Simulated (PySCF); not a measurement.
# Spinor energies of Ca (calcium, neutral)

Start: [Ar] 4s2. Calculated with PySCF 2.14 in x2c-TZVPall-2c with one added diffuse shell each of s, p, d type (7s8p4d, 51 functions): generalised Hartree-Fock with the X2C-1e Hamiltonian and a Gaussian nucleus; one run each with spin-orbit coupling (SO) switched off, then screened by Boettger's factors.

| spinor shell | electrons | ε, spin-free (eV) | ε, screened SO (eV) | weight of nominal j (screened SO) | rms radius, screened SO (bohr) |
| --- | --- | --- | --- | --- | --- |
| 1s1/2 | 2 | -4084.7 | -4084.7 | 1.000 | 0.0888 |
| 2s1/2 | 2 | -461.57 | -461.56 | 1.000 | 0.393 |
| 2p1/2 | 2 | -371.04 | -373.61 | 1.000 | 0.361 |
| 2p3/2 | 4 | -371.04 | -369.77 | 1.000 | 0.363 |
| 3s1/2 | 2 | -61.542 | -61.541 | 1.000 | 1.24 |
| 3p1/2 | 2 | -36.433 | -36.719 | 1.000 | 1.38 |
| 3p3/2 | 4 | -36.433 | -36.292 | 1.000 | 1.38 |
| 4s1/2 | 2 | -5.343 | -5.343 | 1.000 | 4.51 |

| quantity | spin-free | screened SO |
| --- | --- | --- |
| E (hartree) | -679.61836 | -679.62172 |
| M_J | 0 | 0 |
| ⟨J²⟩ | 0.000 | 0.000 |
| ⟨L²⟩ | 0.000 | 0.000 |
| ⟨S²⟩ | 0.000 | 0.000 |

Without spin-orbit coupling the j labels of p, d and f shells carry no meaning; the spin-free column gives the mean over the occupied spinors of each nl shell.
